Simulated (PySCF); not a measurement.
PySCF input for Si(Cl)(I)2(OH) (ClHI2OSi), SMILES O[Si](Cl)(I)I, C-PCM-M06-2X/def2-SVP. Coordinates come from a B3LYP-D3(BJ)/def2-SVP optimisation. This is a generated structure with no PubChem entry under its InChIKey; it may be hypothetical. The def2 effective core potentials stand for the cores of I; spin–orbit coupling is left out. One conformer was computed; it need not be the lowest.

```python
import numpy as np
from pyscf import gto, scf, dft
from pyscf.solvent import pcm

mol = gto.M(
    atom='''
    O    -1.57778043   -1.27820419   -1.01057520
    Si   -0.56740885   -0.57149795    0.07992499
    Cl   -0.86413765   -1.36035419    1.96602261
    I     1.69887596   -1.04876011   -0.67694786
    I    -0.98600620    1.85006062    0.19490317
    H    -2.52579021   -1.11630115   -0.90836432
    ''',
    basis='def2-SVP',
    ecp={'I': 'def2-svp'},
    charge=0,
    spin=0,
    max_memory=1600,
    verbose=3,
)
mf = dft.RKS(mol, xc='m06-2x').density_fit(auxbasis='def2-universal-jkfit')
mf.grids.level = 4
mf.conv_tol = 1e-9
mf.max_cycle = 100
mf.kernel()
res = {}
for name, eps in {'water': 78.355, 'diethylether': 4.24, '1-octanol': 9.8629}.items():
    s = mf.PCM()
    s.with_solvent.method, s.with_solvent.eps, s.with_solvent.lebedev_order = 'C-PCM', eps, 29
    s.kernel(mf.make_rdm1())
    res[name] = (s.e_tot, eps, s.dip_moment(), s.mo_energy, s.converged)
    print(f'{name}: electrostatic solvation free energy {(s.e_tot - mf.e_tot) * 627.509474:.3f} kcal/mol')
```

Log of the run:

```
converged SCF energy = -1420.59339635299

WARN: PCM is an experimental feature. It is still in testing.
Features and APIs may be changed in the future.

converged SCF energy = -1420.60139084445
Dipole moment(X, Y, Z, Debye): -1.92471,  0.17947, -0.35054
water: electrostatic solvation free energy -5.017 kcal/mol

WARN: PCM is an experimental feature. It is still in testing.
Features and APIs may be changed in the future.

converged SCF energy = -1420.59944306035
Dipole moment(X, Y, Z, Debye): -1.80221,  0.16266, -0.32905
diethylether: electrostatic solvation free energy -3.794 kcal/mol

WARN: PCM is an experimental feature. It is still in testing.
Features and APIs may be changed in the future.

converged SCF energy = -1420.6006058178
Dipole moment(X, Y, Z, Debye): -1.87404,  0.17244, -0.34183
1-octanol: electrostatic solvation free energy -4.524 kcal/mol
```

The calculation finished and met its thresholds.
